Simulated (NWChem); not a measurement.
Molecule: C₄H₄ClF; SMILES C1(F)CCC=1Cl

```xyz
10

F      1.7038     1.2666     0.0000
C      0.4272     0.9030     0.0000
C     -0.2218    -0.2848     0.0000
Cl     0.2523    -1.9338     0.0000
C     -1.5899     0.3687     0.0000
C     -0.8227     1.7428     0.0000
H     -2.2025     0.1853     0.9066
H     -2.2025     0.1853    -0.9066
H     -0.9873     2.3632    -0.9057
H     -0.9873     2.3632     0.9057
```
Atoms are numbered in this order, from 1.

All runs: NWChem. Coordinates come from a PBE-D3(BJ)/def2-SVP optimisation.

Question: Predict the results for B97-2/def2-SVP. Quantities: highest occupied level (eV); orbital gap (eV); dipole (D).

Answer: 
```yaml
highest occupied level (eV): -6.65
orbital gap (eV): 6.97
dipole (D): 2.13
```
